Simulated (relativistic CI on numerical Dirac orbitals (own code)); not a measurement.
# Pr²⁺ (4f3) in a crystal field

Calculated by Dirac-Coulomb-Breit CI, orbitals from a KLI potential per configuration, a model potential for QED, valence Slater integrals scaled by 0.85, one configuration in a parametric crystal field (own radial code).

Field parameters in Wybourne normalisation; cubic f-shell fields have B⁴₄ = √(5/14) B⁴₀ and B⁶₄ = −√(7/2) B⁶₀. The field is a parameter set, without covalency.

S and J are read from ⟨S²⟩ = S(S + 1) and ⟨J²⟩ = J(J + 1) of each level; they are not fictitious spins.

C2v, B20 = -310, B22 = 190, B40 = 460, B42 = 260, B44 = -260, B60 = -120, B62 = 130, B64 = -340, B66 = 250 cm⁻¹, the lowest 10 levels:

```
E (cm⁻¹)  Degeneracy     S     J
     0.0           2  1.48  4.50
    66.9           2  1.48  4.50
     112           2  1.48  4.51
     145           2  1.48  4.51
     218           2  1.48  4.50
    1411           2  1.49  5.50
    1426           2  1.49  5.50
    1447           2  1.49  5.50
    1460           2  1.49  5.50
    1496           2  1.49  5.50
```

Principal g values of the ground doublet: 2.18, 2.62, 3.16.

C2v, B20 = 480, B22 = -180, B40 = -270, B42 = 180, B44 = -100, B60 = -190, B62 = -30, B64 = -130, B66 = 140 cm⁻¹, the lowest 10 levels:

| E (cm⁻¹) | Degeneracy | S | J |
| --- | --- | --- | --- |
| 0.0 | 2 | 1.48 | 4.50 |
| 22.8 | 2 | 1.48 | 4.50 |
| 86.1 | 2 | 1.48 | 4.50 |
| 106 | 2 | 1.48 | 4.50 |
| 141 | 2 | 1.48 | 4.50 |
| 1374 | 2 | 1.49 | 5.50 |
| 1381 | 2 | 1.49 | 5.50 |
| 1407 | 2 | 1.49 | 5.50 |
| 1423 | 2 | 1.49 | 5.50 |
| 1445 | 2 | 1.49 | 5.50 |

Principal g values of the ground doublet: 0.14, 2.63, 3.30.

D3h, B20 = -230, B40 = -210, B60 = -330, B66 = -150 cm⁻¹, the lowest 10 levels:

```
E (cm⁻¹)  Degeneracy     S     J
     0.0           2  1.48  4.50
    19.7           2  1.48  4.50
    59.2           2  1.48  4.50
    87.7           2  1.48  4.50
     111           2  1.48  4.50
    1386           2  1.49  5.50
    1389           2  1.49  5.50
    1396           2  1.49  5.50
    1403           2  1.49  5.50
    1409           2  1.49  5.50
```

Principal g values of the ground doublet: 1.71, 1.71, 4.22.

Oh, B40 = -1080, B60 = -270 cm⁻¹, the lowest 10 levels:

```csv
E (cm⁻¹),Degeneracy,Irrep,S,J
0.0,4,Γ8,1.48,4.50
91.6,2,Γ6,1.48,4.51
212,4,Γ8,1.48,4.51
1406,2,Γ6,1.49,5.50
1410,4,Γ8,1.49,5.50
1502,4,Γ8,1.49,5.50
1520,2,Γ7,1.49,5.51
2850,2,Γ6,1.50,6.50
2853,2,Γ7,1.50,6.50
2872,4,Γ8,1.50,6.49
```

Oh, B40 = 1130, B60 = 400 cm⁻¹, the lowest 16 levels:

```tsv
E (cm⁻¹)	Degeneracy	Irrep	S	J
0.0	4	Γ8	1.48	4.52
217	2	Γ6	1.48	4.52
300	4	Γ8	1.48	4.51
1434	2	Γ7	1.49	5.51
1475	4	Γ8	1.49	5.50
1586	4	Γ8	1.49	5.50
1608	2	Γ6	1.49	5.49
2869	2	Γ7	1.50	6.49
2908	4	Γ8	1.50	6.50
3044	4	Γ8	1.50	6.50
3057	2	Γ6	1.50	6.50
3075	2	Γ7	1.50	6.50
4294	4	Γ8	1.49	7.48
4450	2	Γ6	1.49	7.49
4570	4	Γ8	1.49	7.49
4660	4	Γ8	1.49	7.49
```

The next free-ion level lies 1347 cm⁻¹ above the lowest; the field splits the ground level into components whose J stays near 9/2 as long as their spread is small against that gap.

Levels of this model without a field, named by their leading LS term: ⁴I°9/2 0, ⁴I°11/2 1347, ⁴I°13/2 2803, ⁴I°15/2 4337, ²H°9/2 10561, ⁴F°3/2 10805, ⁴F°5/2 11518, ⁴S°3/2 12159 cm⁻¹.
